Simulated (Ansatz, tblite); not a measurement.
Cost and result up the ladder for the cluster Al₅As₅ (the lowest singlet isomer of a short search) (10 atoms). Charge 0, multiplicity 1. Geometry: PBE-D4/def2-SVP.

```tsv
atom	x (Å)	y (Å)	z (Å)
Al1	0.040	1.850	-0.447
Al2	-1.387	-0.400	-1.241
Al3	0.004	1.095	2.271
Al4	1.530	-0.499	-1.338
Al5	-1.572	-1.389	1.392
As6	-2.084	1.098	0.637
As7	2.188	0.964	0.616
As8	0.052	-2.402	-0.571
As9	0.071	0.909	-2.712
As10	1.159	-1.227	1.393
```

Ansatz on 4 threads of Arm Neoverse V1 on a shared host; xTB runs through tblite on one thread. Times are rough, summed over both states, and most runs start from the orbitals of an earlier one. No level here is sound enough to serve as a yardstick. The other state is a doublet.

The xTB rows come from tblite. The structure comes from a short search, and lower isomers may exist.

Run but left out: HF/def2-SVP (singlet: restricted singlet, unstable towards broken spin symmetry).

Raw xTB energies of ions are shifted by several eV.

| level | functions | wall time | vertical IE (eV) | remarks |
| --- | --- | --- | --- | --- |
| GFN1-xTB | 90 | 0.058 s | 10.49 | – |
| GFN2-xTB | 90 | 0.087 s | 9.81 | – |
| PBE-D4/def2-SVP | 250 | 37 s | 7.03 | restricted SCF unstable in HF (singlet) |
| PBE0-D4/def2-SVP | 250 | 87 s | 7.06 | restricted SCF unstable in HF (singlet), spin-contaminated (⟨S²⟩ 0.86) (+1 doublet) |
